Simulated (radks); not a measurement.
The numbers below are computed, except where a source is named.
Q: The mean radii <r> (bohr) of the occupied orbitals of an atom or ion are listed with their occupations. Level of theory: Dirac Kohn-Sham, B86b exchange with PBE correlation, spin-unpolarised, spherical densities, point nucleus (a radial shooting solver on a logarithmic mesh with Libxc functionals).

| orbital | occ. | <r> |
|---|---|---|
| 1s1/2 | 2 | 0.03039 |
| 2s1/2 | 2 | 0.1312 |
| 2p1/2 | 2 | 0.1112 |
| 2p3/2 | 4 | 0.1164 |
| 3s1/2 | 2 | 0.3579 |
| 3p1/2 | 2 | 0.3492 |
| 3p3/2 | 4 | 0.3602 |
| 3d3/2 | 4 | 0.3324 |
| 3d5/2 | 6 | 0.3359 |
| 4s1/2 | 2 | 0.8694 |
| 4p1/2 | 2 | 0.9218 |
| 4p3/2 | 3 | 0.9499 |
| 4d3/2 | 4 | 1.143 |
| 4d5/2 | 5 | 1.154 |
| 4f5/2 | 1 | 3.588 |

Name the element and its charge. Open shells, if any, fill j = l - 1/2 first.

A: Z = 48, cadmium, charge +3: Cd3+ in [Ar] 3d10 4s2 4p5 4d9 4f1. The 1s radius gives Z: for a bare nucleus <r> = (2 gamma + 1)/(2Z) with gamma = sqrt(1 - (Z/c)^2), 0.02993 bohr for Z = 48, and screening makes it slightly larger (0.03039 here). The occupations add up to 45, and the charge is Z minus that.
